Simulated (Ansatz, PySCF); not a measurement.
C5H4F2, SMILES FC1=C(F)CC=C1. Atoms are numbered in the order given.

```xyz
11

F      1.3847     1.5424     0.0000
C      0.6593     0.4267     0.0000
C     -0.6867     0.3259     0.0000
F     -1.5793     1.3127     0.0000
C     -1.0785    -1.1185     0.0000
C      0.2534    -1.8279     0.0000
C      1.2488    -0.9142     0.0000
H     -1.6869    -1.3769     0.8862
H     -1.6869    -1.3769    -0.8862
H      0.3612    -2.9119     0.0000
H      2.3236    -1.0981     0.0000
```
Charge 0, spin multiplicity 1.

The structure is a stationary point at B3LYP-D3(BJ)/def2-SVP. Other conformers were not sampled.

Two levels are set side by side: PBE-D3(BJ)/def2-SVP (Ansatz, a quantum-chemistry and plane-wave program) and B3LYP-D3(BJ)/def2-SVP (Ansatz). Each level has its own optimised geometry; the coordinates shown are those of the second. Frequencies come from the Hessian of PySCF at each geometry. Differences are taken from unrounded values.

```tsv
quantity	B3LYP-D3(BJ)
mean bond length (Å)	1.293
bond F1–C2 (Å)	1.331
bond C2–C3 (Å)	1.350
bond C2–C7 (Å)	1.465
bond C3–F4 (Å)	1.331
bond C3–C5 (Å)	1.497
bond C5–C6 (Å)	1.509
bond C6–C7 (Å)	1.351
bond C5–H8 (Å)	1.106
bond C5–H9 (Å)	1.106
bond C6–H10 (Å)	1.089
bond C7–H11 (Å)	1.090
highest harmonic wavenumber (cm⁻¹)	3241
mean harmonic wavenumber (cm⁻¹)	1252
zero-point energy (kcal/mol)	48.32
```

Problem. What does PBE-D3(BJ) give, and how far is it from B3LYP-D3(BJ)? (An estimate is asked for; the answer gives what the named calculation found.)

Solution. 
```csv
quantity,PBE-D3(BJ),PBE-D3(BJ) minus B3LYP-D3(BJ)
mean bond length (Å),1.299,0.006
bond F1–C2 (Å),1.337,0.006
bond C2–C3 (Å),1.363,0.014
bond C2–C7 (Å),1.464,-0.001
bond C3–F4 (Å),1.336,0.006
bond C3–C5 (Å),1.498,0.001
bond C5–C6 (Å),1.508,-0.001
bond C6–C7 (Å),1.362,0.010
bond C5–H8 (Å),1.114,0.008
bond C5–H9 (Å),1.114,0.008
bond C6–H10 (Å),1.097,0.008
bond C7–H11 (Å),1.098,0.008
highest harmonic wavenumber (cm⁻¹),3178,-63
mean harmonic wavenumber (cm⁻¹),1216,-35
zero-point energy (kcal/mol),46.95,-1.36
```

GGA bonds tend to be longer and softer than those of functionals with exact exchange. Differences between two approximate levels are no errors against the true value.
